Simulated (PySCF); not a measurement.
## Basis set benchmark on one molecule

Molecule: `CCCCC1CC1`, C$_{7}$H$_{14}$.

Geometry:
| atom | x (Å) | y (Å) | z (Å) |
| --- | --- | --- | --- |
| C1 | -3.236 | -0.082 | -0.520 |
| C2 | -2.007 | -0.651 | 0.169 |
| C3 | -0.748 | 0.174 | -0.061 |
| C4 | 0.489 | -0.387 | 0.628 |
| C5 | 1.732 | 0.429 | 0.381 |
| C6 | 2.540 | 0.217 | -0.865 |
| C7 | 3.092 | -0.195 | 0.469 |
| H8 | -3.089 | -0.018 | -1.610 |
| H9 | -3.461 | 0.936 | -0.161 |
| H10 | -4.128 | -0.701 | -0.340 |
| H11 | -1.830 | -1.684 | -0.179 |
| H12 | -2.193 | -0.732 | 1.255 |
| H13 | -0.920 | 1.209 | 0.286 |
| H14 | -0.552 | 0.254 | -1.146 |
| H15 | 0.305 | -0.458 | 1.715 |
| H16 | 0.664 | -1.422 | 0.285 |
| H17 | 1.662 | 1.467 | 0.728 |
| H18 | 2.977 | 1.086 | -1.365 |
| H19 | 2.216 | -0.573 | -1.550 |
| H20 | 3.145 | -1.265 | 0.692 |
| H21 | 3.909 | 0.390 | 0.898 |

Geometry PBE0-D3(BJ)/def2-SVP throughout; GIAO in PySCF 2.14.0 with density-fitted response routines, gas phase, one conformer, non-relativistic; equivalent atoms averaged; functional PBE0.

Reference values (measured; solution, not stated per compound (mostly CDCl3 or CCl4); Pretsch, Buehlmann, Badertscher, Structure Determination of Organic Compounds, 4th ed. (2009)): δ(C5) = 10.9 ppm, δ(C6/C7) = 4.4 ppm. Computed shifts are taken against TMS, calculated as an isolated molecule at each level.

How do the basis sets STO-3G, pcSseg-0, 6-31G, 6-31G*, cc-pVDZ, def2-SVP, pcSseg-1, 6-311+G(2d,p), aug-cc-pVDZ, def2-TZVP perform against the reference? Times are CPU seconds on shared hosts with different chips, so compare them loosely.

Answers


| basis set | functions | C5 | C6/C7 | mean abs. error C | core-s |
| --- | --- | --- | --- | --- | --- |
| STO-3G | 49 | 18.4 | 15.1 | 9.1 | 5.5 |
| pcSseg-0 | 91 | 12.8 | 8.4 | 3.0 | 10 |
| 6-31G | 91 | 13.6 | 7.8 | 3.0 | 11 |
| 6-31G* | 126 | 12.9 | 7.0 | 2.3 | 15 |
| cc-pVDZ | 168 | 14.9 | 7.1 | 3.3 | 21 |
| def2-SVP | 168 | 12.7 | 6.0 | 1.7 | 19 |
| pcSseg-1 | 189 | 13.0 | 6.3 | 2.0 | 41 |
| 6-311+G(2d,p) | 273 | 13.5 | 5.5 | 1.8 | 43 |
| aug-cc-pVDZ | 287 | 13.8 | 5.9 | 2.2 | 48 |
| def2-TZVP | 301 | 13.6 | 5.6 | 1.9 | 50 |

For $^{13}$C the closest is def2-SVP (1.7 ppm, with 6-311+G(2d,p), def2-TZVP practically level) and the furthest STO-3G (9.1 ppm). Where a smaller basis beats a larger one, errors probably cancel. One molecule is a small sample, and vibrational and solvent effects are absent from the calculation.

A small basis that lands close on one nucleus may do so by chance; judge by the trend and by all nuclei.
